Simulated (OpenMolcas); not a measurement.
Computed levels of 5s2 5p in ions with 49 electrons, in cm-1 above 2P* 1/2.

```json
{
 "Program": "OpenMolcas",
 "Method": "MS-CASPT2, IPEA 0.25 Eh, imaginary shift 0.1 Eh",
 "Basis": "ANO-R2",
 "Scalar Hamiltonian": "X2C, finite nucleus",
 "Spin-orbit coupling": "state interaction with AMFI integrals over the reference wave functions, term energies averaged over their components"
}
```

Active space for each ion: 3 electrons in 8 orbitals (5s 5p 6s 6p); closed shells correlated by CASPT2: 4d.

```json
{"Level": "2P* 3/2", "Sn+": "3900", "Te3+": "7870", "Xe5+": "13730"}
```

Estimate 2P* 3/2 for I4+ from its neighbours Te3+ and Xe5+.

2P* 3/2 is fine structure, which grows about as the fourth power of a screened charge, so the fourth roots are averaged: ((7870^0.25 + 13730^0.25) / 2)^4 = 10496. The calculation gives 10600, so the estimate is off by -1.0 %.

Over all roots computed the reference weight is 0.88 to 0.93 in Sn+, 0.85 to 0.94 in Te3+, 0.86 to 0.95 in I4+, 0.86 to 0.95 in Xe5+; the roots of lowest weight are the least certain, and an intruder state may touch them. The run also gave levels led by 5s 5p 6s, 5s2 6p, which use shells meant for correlation; these and all levels above them are left out (holds for Sn+). Active for correlation alone: 6p 6s; no level in the range computed is led by a configuration that fills them, so any true level of that kind is missing (holds for Te3+; I4+; Xe5+). Levels of configurations outside the active space are missing.

* marks odd parity.
